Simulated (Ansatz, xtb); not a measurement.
**CH5FNSi+: where a starting geometry ends**

The starting geometry of this gas-phase singlet was built from a drawn formula by distance geometry and a force field; its bonds are those of `N[SiH2][CH+]F`.

```xyz
9

C    -0.3957    1.7619    0.3985
F    -1.2906    1.6235   -0.5914
N    -2.0647    0.2716    2.1342
Si   -0.5894    1.1314    2.0116
H    -2.8149    0.9398    1.8850
H    -2.0925   -0.4612    1.4138
H     0.4244    0.1792    2.3561
H    -0.5987    2.1782    3.0613
H     0.4433    2.3054    0.0175
```

Question: Predict what becomes of its bonds when it is optimised with r2SCAN-D4/def2-SVP.

Answer: It keeps its bonds, and is `N[SiH2][CH+]F`. Distances that change by over a tenth: C1–Si4 (1.74 → 1.95 Å).

The energy falls by 1.29 eV over 14 steps:

| step | E − E(last) (eV) |
| --- | --- |
| 1 | 1.290 |
| 2 | 0.454 |
| 4 | 0.255 |
| 5 | 0.079 |
| 7 | 0.005 |
| 8 | 0.004 |
| 10 | 0.000 |
| 11 | 0.000 |
| 13 | 0.000 |
| 14 | 0.000 |

Final geometry (Å):

```yaml
atoms:
  - { symbol: C, position_ang: [-0.2382, 1.8818, 0.3103] }
  - { symbol: F, position_ang: [-0.9990, 1.8569, -0.6937] }
  - { symbol: N, position_ang: [-2.2010, 0.2622, 1.9798] }
  - { symbol: Si, position_ang: [-0.7111, 1.0352, 2.0051] }
  - { symbol: H, position_ang: [-3.0718, 0.7083, 2.2569] }
  - { symbol: H, position_ang: [-2.3159, -0.7321, 1.7997] }
  - { symbol: H, position_ang: [0.4957, 0.1670, 2.1170] }
  - { symbol: H, position_ang: [-0.6292, 2.2927, 2.8075] }
  - { symbol: H, position_ang: [0.6917, 2.4577, 0.1038] }
```

From the same start GFN2-xTB ends elsewhere, at `[NH2+]=[SiH]CF`.

The end wasn't checked by frequencies. Run with Ansatz 0.2.0, 40 s on 2 threads of AMD EPYC 7R43 64-Core Processor (Zen 3) (shared host).
